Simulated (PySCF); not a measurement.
Species: C4H9ClSi.
Cartesian coordinates in Å at the PBE0-D3(BJ)/def2-SVP level; atoms count from 1:
```xyz
15
C4H9ClSi angstrom
Cl     5.6488    3.7433    0.0708
Si     4.6480    1.9508    0.3838
C      2.8758    2.1205   -0.1825
C      1.8643    1.0074    0.2042
C      0.8127    2.1041    0.4530
C      1.9511    3.1376    0.5344
H      5.3780    0.8860   -0.3641
H      4.6913    1.6587    1.8472
H      2.8577    2.2905   -1.2723
H      2.1472    0.4970    1.1400
H      1.6453    0.2389   -0.5518
H      0.1523    1.9940    1.3265
H      0.1854    2.2664   -0.4371
H      2.2648    3.3184    1.5757
H      1.8057    4.1134    0.0487
```

Level: CAM-B3LYP/def2-SVPD in PySCF, non-relativistic, on one gas-phase PBE0-D3(BJ)/def2-SVP geometry that isn't relaxed in the solvent. The solvent is an IEF-PCM continuum (Bondi radii, 1.10 Å for H, scaled by 1.2). Specific hydrogen bonds and non-electrostatic terms are outside this model.

Gas phase at CAM-B3LYP/def2-SVPD: HOMO -9.41 eV, LUMO 0.95 eV, dipole 2.25 D.

Problem. What does the continuum do to the energy, the frontier levels and the dipole at CAM-B3LYP/def2-SVPD in benzene and acetone?

Solution. 
```csv
solvent,ε,E(solvent) − E(gas) (kcal/mol),polarisation term (kcal/mol),distortion of the solute (kcal/mol),HOMO (eV),LUMO (eV),dipole (D)
benzene,2.271,-0.91,-0.98,0.07,-9.31,1.00,2.53
acetone,20.49,-1.88,-2.19,0.31,-9.23,1.00,2.84
```

The polarisation term is half the interaction of the solute with the surface charges that it induces; the rest is the cost of distorting the solute's density. The sum is the electrostatic part of solvation alone. From benzene to acetone the lowering changes by a factor 2.06, Onsager's factor (ε − 1)/(2ε + 1) by 2.02 and ε itself by 9.0.

Problem. Which radius a makes the point-dipole formula ΔE = −[(ε − 1)/(2ε + 1)]·μ²/a³ give the value in acetone, with the gas-phase dipole?

Solution. μ = 0.884 au and |ΔE| = 0.00300 Eh give a = 2.62 Å; the farthest nucleus lies 3.48 Å from the centroid of the nuclei, so such a sphere wouldn't even hold the nuclei. The formula assumes a rigid point dipole at the centre of a sphere.

Problem. Give the dipole vector in the frame of the coordinates (D, pointing from negative to positive charge), gas and acetone.

Solution. Gas (-1.87, -1.25, -0.05), solvent (-2.28, -1.69, -0.06). Its length changes by +26 % and its direction by 3°.

Problem. How does the static polarisability (CAM-B3LYP/def2-SVPD, frozen core, with the continuum's full static response) change?

Solution. 
| medium | isotropic (au) | principal values (au) | ⟨r²⟩ of the electrons (bohr²) |
| --- | --- | --- | --- |
| gas | 85.3 | 73.1, 83.0, 99.9 | 1146.1 |
| benzene | 97.3 | 84.3, 95.4, 112.3 | 1146.4 |
| acetone | 114.1 | 102.9, 112.8, 126.7 | 1146.6 |

The isotropic value in acetone is 1.34 times the gas-phase one; no cavity-field correction is applied. ⟨r²⟩ is taken about the centre of nuclear charge.
